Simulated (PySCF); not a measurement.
H₄Se₃Si, SMILES [SeH][SiH]([SeH])[SeH].

Coordinates come from a B3LYP-D3(BJ)/def2-SVP optimisation. Other conformers were not sampled.

Level of theory: TDA-PBE/def2-SVPD (PySCF).

Vertical excitations. 

List the lowest excited states. (The exact figures need the calculation; the answer reports its results.)


```
state  energy (eV)  λ (nm)      f                                                                 main pairs
-----  -----------  ------  -----  -------------------------------------------------------------------------
S1            4.23     293  0.008                                                             HOMO→LUMO 96 %
S2            4.40     282  0.003                                                           HOMO−1→LUMO 96 %
S3            4.60     269  0.001                                                           HOMO−2→LUMO 97 %
S4            4.81     258  0.019                                                           HOMO→LUMO+1 93 %
S5            4.89     253  0.014                                                           HOMO→LUMO+2 93 %
S6            5.05     245  0.005                                     HOMO−1→LUMO+1 59 %, HOMO−1→LUMO+2 36 %
S7            5.11     243  0.041                                     HOMO−1→LUMO+2 61 %, HOMO−1→LUMO+1 33 %
S8            5.16     240  0.006  HOMO→LUMO+3 45 %, HOMO−2→LUMO+1 35 %, HOMO−2→LUMO+2 10 %, HOMO→LUMO+4 8 %
S9            5.25     236  0.014                   HOMO→LUMO+4 51 %, HOMO−2→LUMO+1 20 %, HOMO−2→LUMO+2 20 %
S10           5.27     235  0.005                                       HOMO−2→LUMO+2 56 %, HOMO→LUMO+4 29 %
T1            3.94     315      0                                                             HOMO→LUMO 99 %
T2            4.16     298      0                                                           HOMO−1→LUMO 98 %
T3            4.36     284      0                                                           HOMO−2→LUMO 98 %
T4            4.64     267      0                                                           HOMO→LUMO+1 95 %
```
Triplets are in the Tamm–Dancoff approximation.
